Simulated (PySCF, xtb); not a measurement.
Zn(SH)2 (H₂S₂Zn), SMILES [SH][Zn][SH].

GFN2-xTB in xtb at its own geometry gives an orbital gap of 2.65 eV and a dipole moment of 3.85 D.

Geometry optimised at r2SCAN-D4/def2-TZVP. One conformer was computed; it need not be the lowest.

**Question.** What does PBE/def2-TZVPD in PySCF give? (An estimate is asked for; the answer gives what the named calculation found.)

**Answer.** gap 4.54 eV (levels -6.40 and -1.86 eV), dipole 0.88 D.
